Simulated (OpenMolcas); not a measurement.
Ta4+ with 4 ligands (iodide) in tetrahedral coordination (Td) at 2.68 Å. Ligand basis ANO-RCC-VDZP.
```
Ta    0.0000    0.0000    0.0000
I     1.5473    1.5473    1.5473
I     1.5473   -1.5473   -1.5473
I    -1.5473    1.5473   -1.5473
I    -1.5473   -1.5473    1.5473
```

```json
{"Program": "OpenMolcas 26.06", "Method": "CASSCF", "Basis": "ANO-RCC-VDZP [7s6p4d2f1g]", "Scalar Hamiltonian": "DKH2, point nucleus", "Active space": "1 electron in 5 orbitals (5d)", "State averaging": "2S+1 = 2 even, 5 roots", "Spin-orbit coupling": "state interaction with AMFI integrals over the reference wave functions"}
```

Q: What is the spin-free ground state (labels of Td)?

A: 2E, 2-fold in its orbital part; it has the highest spin that d1 allows.

Q: Where is the first state of the same spin?

A: 2T2 at 7290 cm-1 above the ground state.

Q: What are the lowest two levels with spin-orbit coupling?

A: A 4-fold level Γ8, then a 2-fold level 8201 cm-1 above it. Their leading multiplicities are 2 (100 %) and 2 (100 %).

Q: What is χT at 300 K, and how does it compare with the textbook value?

A: The lowest level has 2S+1 = 2, for which the spin-only value is χT = S(S+1) / 2 = 0.375 cm3 K/mol (g = 2). The computed 0.189 at 300 K differs by -0.186, through orbital momentum, spin-orbit coupling and any other state in reach.

Q: Which ligand-field parameters describe the states?

A: The gap between the two states is 10Dq = -7293 cm-1 (negative for this site). 

An orbital doublet at a regular site is open to a Jahn-Teller distortion, which this geometry leaves out. The least metal-like active orbital is 68 % on the metal (Löwdin) and no ligand orbital is active, so the numbers are rough. With metal d orbitals alone the field can be off either way by tens of per cent. Ligand-to-metal charge-transfer states are missing. No measured value stands beside these numbers; the geometry is a model, was not optimised and need not be the one that this ion takes.
